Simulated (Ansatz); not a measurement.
One geometry of CH₆Al₂O, several functionals.

```yaml
crystal:
  periodic: [false, false, false]
  atoms:
    - {symbol: Al, position_ang: [-1.013836, 1.500675, 0.197456]}
    - {symbol: C, position_ang: [0.677085, 0.480511, 0.053882]}
    - {symbol: O, position_ang: [-0.631296, -0.296425, -0.037718]}
    - {symbol: Al, position_ang: [0.358867, -1.730063, -0.218264]}
    - {symbol: H, position_ang: [-1.528515, 1.831252, 1.656540]}
    - {symbol: H, position_ang: [-1.548715, 2.190650, -1.121934]}
    - {symbol: H, position_ang: [1.222525, 0.458783, -0.892218]}
    - {symbol: H, position_ang: [1.233466, 0.222395, 0.958002]}
    - {symbol: H, position_ang: [0.652728, -2.180891, -1.697872]}
    - {symbol: H, position_ang: [0.660793, -2.527986, 1.105023]}
basis:
  gaussian: {orbitals: def2-TZVPP}
hamiltonian: {xc: {name: r2SCANh}, dispersion: d4}
output: {orbitals: {seedname: orbitals}}
```

```sh
$ ansatz run in.yaml --threads 2 --pin off --events-out ev --progress --plain --max-ram 4352MiB
```

It prints (some lines left out):

```
Functional definition: r2SCANh
1223 factors; their error is unknown
mean field evaluation 1: about -16368.0357 eV, gradient 5.5e1 eV
mean field evaluation 2: about -16356.6709 eV, gradient 9.1e1 eV
mean field evaluation 4: about -16374.0594 eV, gradient 7.3e0 eV
mean field evaluation 8: about -16374.1676 eV, gradient 6.7e-2 eV
mean field evaluation 16: about -16374.1652 eV, gradient 4.2e-5 eV
mean field -16374.16516282 eV, -601.7394709257 hartree, gradient 4.2e-5 eV, S^2 0.000000; 0 other end points of the search recorded, 0 dependent functions left out
reference -16374.16517825 eV, -601.7394714928 hartree; 23, 23 occupied and 207, 207 virtual orbitals, 1223 factors
Total energy: -16374.21603523 eV, -601.7413404525 hartree
```

Hardware: 2 threads of an AMD EPYC 7B13 on a shared host. Wall time 6 s, peak host memory 0.54 GiB.

The same input with `hamiltonian: {xc: r2scan, dispersion: d4}` and forces (abridged; 6 s):

```
Functional definition: r2SCAN
mean field evaluation 16: about -16374.4488 eV, gradient 4.9e-5 eV
mean field -16374.44876616 eV, -601.7498931562 hartree, gradient 5.0e-5 eV, S^2 0.000000
Total energy: -16374.49615791 eV, -601.7516347711 hartree
Atom 0 force    -0.046600     0.009125     0.001505 eV/Å
Atom 1 force     0.334382     0.148531     0.017647 eV/Å
Atom 2 force    -0.338761    -0.110336    -0.012084 eV/Å
Atom 3 force     0.066118    -0.042639    -0.005637 eV/Å
Atom 4 force     0.012551    -0.005550    -0.030419 eV/Å
Atom 5 force     0.013132    -0.013311     0.027477 eV/Å
Atom 6 force    -0.007575    -0.002574     0.012334 eV/Å
Atom 7 force    -0.007836     0.000760    -0.012700 eV/Å
Atom 8 force    -0.012834     0.004238     0.032224 eV/Å
Atom 9 force    -0.012578     0.011755    -0.030347 eV/Å
Dipole moment:     0.275469    -0.251441    -0.033944 e Å
```

With the line `hamiltonian: {xc: {name: CAM-B3LYP}, dispersion: d4}` (abridged; 4 s):

```
Functional definition: CAM-B3LYP
mean field -16376.63466592 eV, -601.8302234910 hartree, gradient 2.4e-5 eV, S^2 0.000000
Total energy: -16376.80758050 eV, -601.8365779847 hartree
```

With the line `hamiltonian: {xc: {name: PBE-QIDH}}` (abridged; 6.5 s):

```
Functional definition: PBE-QIDH
mean field evaluation 16: about -16356.5178 eV, gradient 8.7e-5 eV
mean field -16356.51778942 eV, -601.0909419154 hartree, gradient 6.1e-6 eV, S^2 0.000000
12 core orbitals not correlated: weight in the atoms' cores, before any rotation towards them, 1.000 or more for the frozen orbitals, at most 0.000 for the correlated occupied ones
second order -17.90437774 eV of doubles, -0.00000000 eV of singles
Total energy: -16362.48593212 eV, -601.3102671141 hartree
```

With the line `hamiltonian: {xc: {name: B2PLYP}}` (abridged; 6.5 s):

```
Functional definition: B2PLYP
mean field evaluation 16: about -16363.6310 eV, gradient 7.4e-5 eV
mean field -16363.63101231 eV, -601.3523480348 hartree, gradient 3.5e-6 eV, S^2 0.000000
12 core orbitals not correlated: weight in the atoms' cores, before any rotation towards them, 1.000 or more for the frozen orbitals, at most 0.000 for the correlated occupied ones
second order -19.31230366 eV of doubles, -0.00000000 eV of singles
Total energy: -16368.84553709 eV, -601.5439782859 hartree
```

The same input with `hamiltonian: {xc: {name: r2SCAN0}, dispersion: d4}` (abridged; 6 s):

```
Functional definition: r2SCAN0
mean field -16373.76571515 eV, -601.7247914948 hartree, gradient 1.4e-5 eV, S^2 0.000000
Total energy: -16373.82221389 eV, -601.7268677851 hartree
```
